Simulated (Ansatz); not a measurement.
A made-up structure of SnH$_{3}$SO (charge -1), singlet:

```
6
angstrom
O 0.0446 -2.3361 1.3597
S 1.0413 -1.5267 0.4849
Sn -0.0407 0.5030 -0.2804
H -1.4781 0.3043 -1.2504
H 2.3210 -1.9618 0.6356
H -0.5998 1.6033 0.9538
```

It is relaxed with PBE-D4/def2-SVPD and then PBE0-D4/def2-TZVPD (Ansatz 0.2.0). Atoms count as bonded within 1.22 times the sum of their covalent radii (H–H: 0.88 Å). The end point is not checked to be a true minimum.

(1) Does its bonding change? (Judge from chemistry; the calculation decides.)

Results:

(1) The calculation gives: No: no bond forms or breaks.

Where it ends: The first stage lowers the energy by 2.09 eV in 11 steps. It ends as SnH₃SO ([O][SH][SnH2]), total charge -1:
| atom | x (Å) | y (Å) | z (Å) |
| --- | --- | --- | --- |
| O1 | -0.0075 | -2.3831 | 1.3847 |
| S2 | 0.8039 | -1.7774 | 0.2518 |
| Sn3 | 0.2332 | 0.6356 | -0.5655 |
| H4 | -1.4189 | 0.1485 | -1.0210 |
| H5 | 1.9471 | -1.2477 | 0.8089 |
| H6 | -0.2695 | 1.2102 | 1.0444 |

Labels in which every atom is bracketed show which atoms are joined, not bond orders.

For scale, one of the runs: PBE0-D4/def2-TZVPD relaxation, 169 basis functions, launched by `ansatz run in.yaml --threads 2 --pin off --events-out ev --progress --plain --max-ram 4352MiB`. Hardware: 2 CPU threads of an Arm Neoverse V1, shared host. Wall time about 37 s.
